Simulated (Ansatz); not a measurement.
Eight cases of atomisation energy with Al to Br (electronic energies, kcal/mol), geometries: B3LYP-D3(BJ)/def2-TZVP. Functionals by Ansatz (a program for electronic structure) in def2-TZVPD; columns hold the difference against the high level (Ansatz, AFQMC by cisd_afqmc): A = CCSD(T)/CBS(cc-pV(T+d)Z,cc-pV(Q+d)Z) + [CCSDT(Q) - CCSD(T)]/cc-pV(D+d)Z + core + X2C; B = CCSD(T)/CBS(cc-pVQZ,cc-pV5Z) + [CCSDT(Q) - CCSD(T)]/cc-pVTZ + [CCSDTQ - CCSDT(Q)]/cc-pVDZ; C = CCSD(T)/CBS(cc-pVTZ,cc-pVQZ) + [CCSDT(Q) - CCSD(T)]/cc-pVDZ; D = CCSD(T)/CBS(def2-TZVPP,def2-QZVPP) + [CCSDT(Q) - CCSD(T)]/def2-TZVPP + [CCSDTQ - CCSDT(Q)]/def2-SVP. The cases were drawn at random from those of this class that have a high level and all functionals, leaving out states under which another spin lies or may lie. Left out are anions, K, Ca, elements past Kr, ionisation of Li, Na and Mg, pi-pi* triplets of linear molecules and other triplets made from a closed-shell parent. Runs that doubt their state, and full CI more than 15 mEh from coupled cluster, are set aside; a case stays where another high level and all functionals remain. AFQMC serves as high level only in triple zeta or larger, with a steady walk, a bar under 0.8 kcal/mol and agreement with other high levels or trials where they ran; where none ran, an unstable determinant or (outside 3d species) a high T1 diagnostic also bars it, so strongly correlated cases are thinned. No case was kept or dropped by the size of a functional's miss. Each difference is the functional minus the high level; affinities count positive where energy is released, gaps as the second state minus the first. Radicals and triplets start from unrestricted determinants; spin-orbit coupling is neglected. Correlated methods leave the cores frozen (noble-gas shells, and filled d and f shells in the p block). Rows without X2C or -DK are non-relativistic. CBS(X,Y): correlation extrapolated as X^-3, Hartree-Fock from the larger set (Q,5: extrapolated as (X+1)exp(-9√X)). A bracket is a step between two methods taken in the basis named. The functionals are non-relativistic, so their misses hold any scalar relativity. '+ core + X2C': CCSD(T) terms for core correlation (cc-pwCVTZ, 1s frozen past Ne) and scalar relativity (cc-pVTZ-DK). For partners of very few electrons the exact lower level stands in for a higher one. Spin-orbit terms, left out, reach several kcal/mol for Br and I, and more for heavier atoms. The UHF reference of CH4GeN ([N]=[CH][GeH3], doublet) is spin-contaminated (<S^2> up to 0.17 over the pure value in the sets run).

```
case                                            level  value   PBE  CAM-B3LYP  r2SCAN
----------------------------------------------  -----  -----  ----  ---------  ------
GeBrF (SMILES [F][Ge][Br])                          B  214.6   7.2       -4.4     1.3
CH4FSi (SMILES [CH2][SiH2]F, doublet)               A  581.0  -3.0       -0.5     0.4
CH6SSi (methylsulfanylsilane, SMILES CS[SiH3])      A  699.6  -4.9       -5.6    -2.7
SiN2H6 (SMILES N[SiH2]N)                            A  718.5  -1.0        1.7   -10.2
BP2H5 (SMILES PBP)                                  A  553.5   4.5        3.2     3.2
SiH2Br (SMILES [SiH2]Br, doublet)                   D  230.3  -1.6       -2.7     3.8
H5Si2O (SMILES O[SiH2][SiH2], doublet)              A  579.3  -7.5       -3.5    -0.7
CH4GeN (SMILES [N]=[CH][GeH3], doublet)             C  524.8  13.5        4.5     4.3
```

Over these rows, PBE: mean +0.9, mean absolute 5.4, median absolute 4.7, largest +13.5; CAM-B3LYP: mean -0.9, mean absolute 3.3, median absolute 3.4, largest -5.6; r2SCAN: mean -0.1, mean absolute 3.3, median absolute 3.0, largest -10.2 kcal/mol. PBE lies above in 3 and below in 5 of the eight.
